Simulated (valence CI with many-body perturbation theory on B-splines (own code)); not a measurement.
# E1 transitions of Ce43+

Calculated by relativistic CI+MBPT: five valence electrons over a frozen Dirac-Fock core [Ne], a basis of 11 s, 11 p, 10 d, 8 f, 5 g, 2 h functions for each j, with the one-electron correlation potential Σ1 (screened to all orders), the two-electron term Σ2, the three-electron term Σ3, Breit, model QED; selected single and double excitations, second order for the rest, scaled by the run's own slope (own B-spline code, finite nucleus).

The last digits are not significant, and no measured levels were compared; by estimate large intervals hold to a few tenths of a per cent, small ones and those within an open d or f shell to about a per cent. Among the levels kept, up to 3200 cm⁻¹ of a level comes from second order outside the variational space, and about a tenth of that is noise between levels of different J, which matters for small intervals.

Lines 51 to 100 of 564 in falling wavelength, among levels below 654.29 eV, chosen from the strongest by gf and those to the six lowest levels. Wavelengths and rates use the calculated energies. Electric multipoles are in the length gauge, E1 and E2 with the static RPA response of the core. Weak lines are less certain than strong ones. Lines between different terms over intervals too small for the method are left out, as are lines whose strength nearly cancels. Where a level lies close to another of its J and parity, the split of strength between their lines is uncertain. The highest levels of a list are the least certain.

Levels are named by their leading jj configuration (3d3/2^4 stands for four electrons in 3d with j = 3/2), which in mixed levels can hold well under half, so a name can repeat and another be missing. Letters in brackets count levels of one name in rising energy.

```
λ vac (Å)                               Upper                               Lower   A (s⁻¹)  S (a.u.) with core polarisation  S without
    88.31        (3s 3p1/2 3p3/2^3) J=3/2 [b]                (3s^2 3p3/2^3) J=3/2  1.17e+10                         1.60e-02   1.63e-02
    88.03       (3p1/2^2 3p3/2^2 3d3/2) J=7/2  (3s 3p1/2 3p3/2^2 3d5/2) J=9/2 [c]  1.50e+10                         4.05e-02   4.13e-02
    87.57       (3p1/2^2 3p3/2^2 3d3/2) J=7/2  (3s 3p1/2 3p3/2^2 3d5/2) J=9/2 [b]  1.34e+10                         3.55e-02   3.62e-02
    87.39  (3s 3p1/2 3p3/2^2 3d5/2) J=7/2 [c]          (3s^2 3p3/2^2 3d5/2) J=9/2  8.96e+09                         2.36e-02   2.41e-02
    87.13          (3s 3p1/2^2 3p3/2^2) J=3/2          (3s^2 3p1/2 3p3/2^2) J=3/2  6.99e+09                         9.13e-03   9.30e-03
    86.83  (3s 3p1/2 3p3/2^2 3d5/2) J=9/2 [e]          (3s^2 3p3/2^2 3d5/2) J=9/2  1.35e+10                         4.35e-02   4.44e-02
    86.40       (3p1/2^2 3p3/2^2 3d3/2) J=3/2  (3s 3p1/2 3p3/2^2 3d3/2) J=5/2 [a]  1.58e+10                         2.01e-02   2.04e-02
    85.17  (3s 3p1/2 3p3/2^2 3d3/2) J=5/2 [e]          (3s^2 3p3/2^2 3d3/2) J=7/2  1.69e+10                         3.09e-02   3.15e-02
    84.89       (3p1/2^2 3p3/2^2 3d3/2) J=5/2  (3s 3p1/2 3p3/2^2 3d3/2) J=7/2 [a]  2.27e+10                         4.11e-02   4.19e-02
    84.82          (3s 3p1/2^2 3d5/2^2) J=7/2  (3s 3p1/2 3p3/2^2 3d5/2) J=7/2 [a]  5.99e+09                         1.44e-02   1.47e-02
    84.01  (3s^2 3p1/2 3p3/2 3d3/2) J=3/2 [a]          (3s^2 3p1/2 3p3/2^2) J=1/2  4.93e+08                         5.77e-04   5.86e-04
    83.88  (3s 3p1/2 3p3/2^2 3d3/2) J=3/2 [b]            (3s 3p1/2 3p3/2^3) J=5/2  1.61e+10                         1.87e-02   1.91e-02
    83.75  (3s^2 3p1/2 3p3/2 3d3/2) J=1/2 [a]          (3s^2 3p1/2 3p3/2^2) J=1/2  4.24e+08                         2.46e-04   2.50e-04
    83.72  (3s 3p1/2^2 3p3/2 3d5/2) J=7/2 [b]  (3s^2 3p1/2 3p3/2 3d5/2) J=7/2 [a]  7.84e+09                         1.82e-02   1.85e-02
    82.79  (3s 3p1/2 3p3/2^2 3d5/2) J=7/2 [d]          (3s^2 3p3/2^2 3d5/2) J=9/2  6.21e+09                         1.39e-02   1.42e-02
    78.84  (3s^2 3p1/2 3p3/2 3d3/2) J=5/2 [a]          (3s^2 3p1/2 3p3/2^2) J=5/2  1.69e+09                         2.46e-03   2.50e-03
    78.14  (3s^2 3p1/2 3p3/2 3d3/2) J=3/2 [a]          (3s^2 3p1/2 3p3/2^2) J=5/2  4.01e+09                         3.78e-03   3.85e-03
    75.34      (3s^2 3p3/2 3d5/2^2) J=5/2 [a]          (3s^2 3p3/2^2 3d5/2) J=3/2  9.92e+09                         1.26e-02   1.28e-02
    74.21          (3s^2 3p1/2^2 3d3/2) J=3/2          (3s^2 3p1/2^2 3p3/2) J=3/2  3.82e+09                         3.09e-03   3.14e-03
    73.97  (3s^2 3p1/2 3p3/2 3d3/2) J=3/2 [a]          (3s^2 3p1/2 3p3/2^2) J=3/2  3.13e+08                         2.50e-04   2.53e-04
    73.77  (3s^2 3p1/2 3p3/2 3d3/2) J=1/2 [a]          (3s^2 3p1/2 3p3/2^2) J=3/2  1.12e+09                         4.46e-04   4.53e-04
    70.86  (3s^2 3p1/2 3p3/2 3d5/2) J=3/2 [a]          (3s^2 3p1/2 3p3/2^2) J=1/2  2.26e+08                         1.58e-04   1.61e-04
    69.53  (3s 3p1/2^2 3d3/2 3d5/2) J=7/2 [b]  (3s 3p1/2^2 3p3/2 3d5/2) J=7/2 [a]  1.43e+10                         1.90e-02   1.93e-02
    68.32  (3s^2 3p1/2 3d3/2 3d5/2) J=7/2 [b]  (3s^2 3p1/2 3p3/2 3d5/2) J=5/2 [b]  1.26e+10                         1.58e-02   1.61e-02
    68.12  (3s 3p1/2 3p3/2^2 3d5/2) J=9/2 [a]  (3s^2 3p1/2 3p3/2 3d5/2) J=7/2 [b]  1.58e+10                         2.47e-02   2.51e-02
    68.08  (3s^2 3p1/2 3p3/2 3d3/2) J=1/2 [b]          (3s^2 3p1/2 3p3/2^2) J=1/2  4.65e+08                         1.45e-04   1.49e-04
    67.90      (3s^2 3p3/2 3d5/2^2) J=7/2 [a]      (3s^2 3p3/2^2 3d5/2) J=5/2 [a]  9.92e+09                         1.23e-02   1.25e-02
    67.71     (3s^2 3p3/2 3d3/2 3d5/2) J=11/2          (3s^2 3p3/2^2 3d5/2) J=9/2  7.20e+09                         1.32e-02   1.35e-02
    67.70  (3s^2 3p1/2 3p3/2 3d5/2) J=7/2 [a]          (3s^2 3p1/2 3p3/2^2) J=5/2  3.39e+08                         4.15e-04   4.22e-04
    67.07          (3s 3p1/2^2 3d5/2^2) J=7/2  (3s 3p1/2^2 3p3/2 3d5/2) J=5/2 [b]  4.97e+10                         5.91e-02   6.01e-02
    67.01          (3s 3p1/2^2 3d5/2^2) J=9/2  (3s 3p1/2^2 3p3/2 3d5/2) J=7/2 [b]  1.09e+10                         1.62e-02   1.65e-02
    66.64  (3s^2 3p1/2 3p3/2 3d5/2) J=3/2 [a]          (3s^2 3p1/2 3p3/2^2) J=5/2  1.24e+09                         7.22e-04   7.33e-04
    66.49  (3s^2 3p3/2 3d3/2 3d5/2) J=7/2 [c]      (3s^2 3p3/2^2 3d5/2) J=5/2 [a]  1.44e+10                         1.68e-02   1.70e-02
    66.26          (3s^2 3p1/2 3d5/2^2) J=5/2  (3s^2 3p1/2 3p3/2 3d5/2) J=3/2 [b]  1.54e+10                         1.33e-02   1.35e-02
    66.08          (3s^2 3p1/2 3d5/2^2) J=3/2      (3s^2 3p1/2 3p3/2 3d5/2) J=1/2  1.91e+10                         1.09e-02   1.11e-02
    66.03  (3s 3p1/2^2 3p3/2 3d3/2) J=3/2 [a]          (3s^2 3p1/2^2 3d5/2) J=5/2  1.22e+09                         6.92e-04   7.03e-04
    65.41  (3s 3p1/2 3p3/2^2 3d5/2) J=9/2 [c]  (3s^2 3p1/2 3p3/2 3d5/2) J=7/2 [b]  2.76e+10                         3.81e-02   3.87e-02
    64.72  (3s^2 3p1/2 3p3/2 3d5/2) J=5/2 [a]          (3s^2 3p1/2 3p3/2^2) J=5/2  1.52e+10                         1.22e-02   1.24e-02
    64.66      (3s 3p1/2^2 3d3/2 3d5/2) J=9/2      (3s 3p1/2^2 3p3/2 3d5/2) J=9/2  1.95e+10                         2.61e-02   2.65e-02
    64.63      (3s 3p1/2^2 3p3/2 3d3/2) J=7/2          (3s^2 3p1/2^2 3d5/2) J=5/2  3.21e+09                         3.42e-03   3.48e-03
    64.27  (3s^2 3p1/2 3p3/2 3d3/2) J=3/2 [b]          (3s^2 3p1/2 3p3/2^2) J=5/2  8.16e+08                         4.28e-04   4.39e-04
    64.17  (3s 3p1/2^2 3d3/2 3d5/2) J=7/2 [b]  (3s 3p1/2^2 3p3/2 3d3/2) J=5/2 [b]  3.63e+10                         3.79e-02   3.85e-02
    63.78      (3s^2 3p3/2 3d5/2^2) J=7/2 [b]      (3s^2 3p3/2^2 3d5/2) J=5/2 [b]  4.28e+10                         4.38e-02   4.45e-02
    63.62          (3s 3p1/2^2 3d5/2^2) J=3/2      (3s 3p1/2^2 3p3/2 3d5/2) J=1/2  3.52e+10                         1.79e-02   1.82e-02
    63.58  (3s^2 3p1/2 3p3/2 3d5/2) J=3/2 [a]          (3s^2 3p1/2 3p3/2^2) J=3/2  1.26e+10                         6.41e-03   6.50e-03
    63.58  (3s^2 3p1/2 3d3/2 3d5/2) J=5/2 [b]  (3s^2 3p1/2 3p3/2 3d3/2) J=3/2 [b]  1.71e+10                         1.30e-02   1.32e-02
    63.33  (3s^2 3p1/2 3p3/2 3d3/2) J=5/2 [b]          (3s^2 3p1/2 3p3/2^2) J=3/2  1.16e+10                         8.72e-03   8.87e-03
    63.00          (3s 3p1/2^2 3d5/2^2) J=9/2  (3s 3p1/2^2 3p3/2 3d5/2) J=7/2 [a]  6.92e+10                         8.54e-02   8.68e-02
    62.82  (3s 3p1/2^2 3p3/2 3d5/2) J=5/2 [a]          (3s 3p1/2^2 3p3/2^2) J=5/2  2.52e+10                         1.85e-02   1.88e-02
    62.65          (3s^2 3p1/2^2 3d5/2) J=5/2          (3s^2 3p1/2^2 3p3/2) J=3/2  3.30e+10                         2.40e-02   2.44e-02
```
